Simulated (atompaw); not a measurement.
**An all-electron radial function and its pseudo partner (fluorine)**

Columns: radius, all-electron u(r) and pseudo u(r) of the 2s shell (level -29.81 eV) of fluorine in the configuration [He] 2s1.5 2p5.5; LDA (PW92), non-relativistic, PAW (atompaw) scheme, atompaw 4.2.0.5.

| r (bohr) | all-electron | pseudo |
| --- | --- | --- |
| 0.063 | 0.4210 | -0.1558 |
| 0.127 | 0.4110 | -0.3095 |
| 0.190 | 0.2179 | -0.4519 |
| 0.254 | -0.0372 | -0.5841 |
| 0.317 | -0.2852 | -0.6988 |
| 0.381 | -0.5058 | -0.7979 |
| 0.444 | -0.6818 | -0.8773 |
| 0.508 | -0.8178 | -0.9395 |
| 0.571 | -0.9129 | -0.9833 |
| 0.635 | -0.9754 | -1.0114 |
| 0.698 | -1.0090 | -1.0248 |
| 0.762 | -1.0204 | -1.0254 |
| 0.825 | -1.0141 | -1.0149 |
| 0.888 | -0.9946 | -0.9946 |
| 0.952 | -0.9648 | -0.9648 |
| 1.015 | -0.9283 | -0.9283 |
| 1.079 | -0.8865 | -0.8865 |
| 1.142 | -0.8424 | -0.8424 |
| 1.206 | -0.7959 | -0.7959 |
| 1.269 | -0.7497 | -0.7497 |
| 1.333 | -0.7031 | -0.7031 |
| 1.396 | -0.6582 | -0.6582 |
| 1.460 | -0.6139 | -0.6139 |
| 1.523 | -0.5720 | -0.5720 |
| 1.587 | -0.5313 | -0.5313 |
| 1.650 | -0.4933 | -0.4933 |

**Question.** How many radial nodes do the two functions have?

**Answer.** The all-electron 2s function has n − l − 1 = 1; the pseudo-wave has 0, since the states of the same l below it are removed with the core.

**Question.** At about which radius was the pseudo-wave matched?

**Answer.** 0.90 bohr, where the columns begin to agree (steps of 0.06 bohr).

**Question.** Is the pseudo-wave norm-conserving?

**Answer.** No, it belongs to a PAW set: the norm inside the radius is not constrained, and the difference is carried by the augmentation charge.
